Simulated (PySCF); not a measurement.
InI₃, SMILES [I][In]([I])[I].

Coordinates come from a r2SCAN-D4/def2-SVP optimisation. The isomer is the one that the SMILES or the coordinates give; other isomers of the formula were not compared. The def2 effective core potentials stand for the cores of I, In; spin–orbit coupling is left out.

Method: r2SCAN-D4/def2-SVP run with PySCF.

Frequencies are harmonic and unscaled.

Modes within 1.5 cm⁻¹ of each other (mostly degenerate sets) share a row, with their intensities summed.

Computed normal modes with their intensities:
| mode | ν (cm⁻¹) | IR (km/mol) | Raman (Å⁴/amu) | depolarisation | moving atoms (share of kinetic energy) |
|---|---|---|---|---|---|
| 1–2 | 47 | 2.6 | 7.4 | 0.75 | I 86 %, In 14 % |
| 3 | 63 | 2.3 | 0.0 | – | In 77 %, I 23 % |
| 4 | 146 | 0.0 | 21.0 | 0.11 | I 100 % |
| 5–6 | 229 | 82.7 | 7.6 | 0.75 | In 63 %, I 37 % |
